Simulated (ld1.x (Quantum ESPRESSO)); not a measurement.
antimony: one change to a TM semilocal potential, before and after

| Item | Value |
| --- | --- |
| Element | Sb |
| Generator | ld1.x (Quantum ESPRESSO) 7.5 |
| Type | norm-conserving Troullier–Martins (semilocal form) |
| Functional | PBE |
| Relativity | scalar-relativistic |
| Frozen core | [Kr] 4d10 |
| Valence charge | 5 |
| Reference configuration | 5s2 5p2 (charge +1) |
| Partial waves | 5s (bound): rc 1.65 bohr; 5d channel at 0.4 Ry: rc 1.75 bohr; 5p (bound): rc 2.00 bohr |
| Local potential | the p channel |
| Core correction | none |

Change: reference 5s2 5p2.5.

Cutoffs: the cutoffs (Ry, on a coarse ladder) from which the occupation-weighted sum of valence levels, in a spherical-Bessel basis at the reference potential, stays within 10 and 1 mRy of its value at 400 Ry; they do not see the model core or the augmentation charge, which bear on the density cutoff. Errors are all-electron minus pseudo energies relative to the spin-unpolarised reference configuration.

What does the change do?

The potential gets neither clearly harder nor softer (30 Ry and 60 Ry → 30 Ry and 60 Ry); the s channel sets the loose cutoff, while the largest relative change is in p, which becomes softer; neither file shows a bound ghost. A semilocal file is local in each channel, so a ghost entry of none says nothing of the separable form that plane-wave codes build from it.

```tsv
quantity	base	changed
cutoff, loose	30 Ry	30 Ry
cutoff, tight	60 Ry	60 Ry
loose cutoff by channel (10 mRy a level)	s 25 Ry, p 10 Ry	s 25 Ry, p 8 Ry
bound ghosts	none	none
largest error over its own tests, meV	+31	+211
s: phases at 2.20 bohr within 0.05 rad from the reference energy up to (Ry; the scan ends near 5)	2.2	2.5
p: phases at 2.20 bohr within 0.05 rad from the reference energy up to (Ry; the scan ends near 5)	3.5	3.7
d: phases at 2.20 bohr within 0.05 rad from the reference energy up to (Ry; the scan ends near 5)	0.6	0.6
```
